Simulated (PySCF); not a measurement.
C2H8BFO.
SMILES with atom numbers: `[CH3:1][O+:2]([CH3:3])[BH2-:4][F:5]` (hydrogens: H6, H7, H8 on C1; H9, H10, H11 on C3; H12, H13 on B4)

Torsions of this conformer, `[CH3:1][O+:2]([CH3:3])[BH2-:4][F:5]`: C1–O2–B4–F5 66°.

The closed-shell ground state was solved at several levels (PySCF, density fitting, gas phase, non-relativistic). Geometry: PBE0-D3(BJ)/def2-SVP, one conformer, isolated molecule.

```tsv
level	basis functions	total energy (Eh)	HOMO (eV)	LUMO (eV)	gap (eV)	dipole (D)
PBE0/cc-pVTZ	262	-280.7561	-7.69	0.89	8.58	4.66
PBE0/def2-SVP	110	-280.4417	-7.52	1.36	8.88	4.87
PBE/def2-SVPD	170	-280.4343	-6.25	-0.31	5.94	4.62
PBE0/STO-3G	33	-276.9568	-3.52	5.93	9.45	4.79
HF/def2-SVPD	170	-279.2023	-11.52	2.29	13.81	4.85
B97-2/pcSseg-2	292	-280.9869	-7.48	0.35	7.83	4.68
B97-D/pcSseg-2	292	-280.9117	-6.28	-0.25	6.03	4.62
BLYP/pcSseg-2	292	-281.0001	-6.20	-0.40	5.80	4.62
PBE0/cc-pVDZ	110	-280.6602	-7.49	1.43	8.92	4.75
LDA/def2-SVPD	170	-278.5487	-6.31	-0.44	5.87	4.64
mPW1PW91/pcSseg-2	292	-281.0139	-7.78	0.28	8.06	4.69
PBE0/IGLO-III	255	-280.7731	-7.73	0.47	8.20	4.64
```

(1) Estimate the row for BP86/pcSseg-2, a basis of 292 functions; the other rows only guide the guess.

(2) Over all these levels, which gives the widest orbital gap and which the narrowest?

(3) How much does the basis alone move the frontier levels among the 5 PBE0 rows?

(4) In the pcSseg-2 basis, how does the gap go with the fixed share of exact exchange?

(5) How far do the dipole and the HOMO energy spread over the levels?

## Answers

(1) Total energy -281.0792 Eh, HOMO -6.35 eV, LUMO -0.24 eV, gap 6.11 eV, dipole 4.61 D.

(2) HF/def2-SVPD (Hartree–Fock, all exact exchange) has the widest, 13.81 eV, and BLYP/pcSseg-2 (GGA) the narrowest, 5.80 eV. Functional and basis both differ between the two, so the spread mixes both effects.

(3) The HOMO by 4.21 eV and the LUMO by 5.46 eV. By rising basis size (HOMO, LUMO in eV): STO-3G -3.52, 5.93; def2-SVP -7.52, 1.36; cc-pVDZ -7.49, 1.43; IGLO-III -7.73, 0.47; cc-pVTZ -7.69, 0.89.

(4) BLYP (0 %) 5.80 eV; B97-D (0 %) 6.03 eV; BP86 (0 %) 6.11 eV; B97-2 (21 %) 7.83 eV; mPW1PW91 (25 %) 8.06 eV. Each rise in the share widens the gap here.

(5) The dipole runs from 4.61 to 4.87 D (mean 4.69 D) and the HOMO from -11.52 to -3.52 eV.

Note: B97-D ran without an empirical dispersion term, which enters the total energy and its gradient alone.
